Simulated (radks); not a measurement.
The numbers below are computed, except where a source is named.
Question: Valence configurations of the terbium ion Tb2+ (all share [Xe]). Level of theory: scalar-relativistic Kohn-Sham, LDA (Slater exchange, Perdew-Wang correlation), spin-polarised, spherical densities, finite nucleus; open shells are filled with parallel spins first (spin-orbit coupling, left out, can overturn this in heavy ions); Fermi nuclear charge, rms radius 5.06 fm (a radial shooting solver on a logarithmic mesh with Libxc functionals). Order these by energy: 4f8.5 6p0.5; 4f8 6s1; 4f7.5 6s1 6p0.5; 4f8 5d1; 4f8 6p1; 4f9; 4f7 6p2; 4f8.5 5d0.5.

Answer: From the lowest, in eV above it: 4f9 0.000; 4f8.5 5d0.5 0.900; 4f8 5d1 2.640; 4f8 6s1 3.017; 4f8.5 6p0.5 3.106; 4f8 6p1 7.833; 4f7.5 6s1 6p0.5 9.354; 4f7 6p2 23.215. NIST lists [Xe] 4f9 as the ground configuration; this level of theory agrees among the configurations tried. The energies are those of spherical high-spin densities, not of single terms.
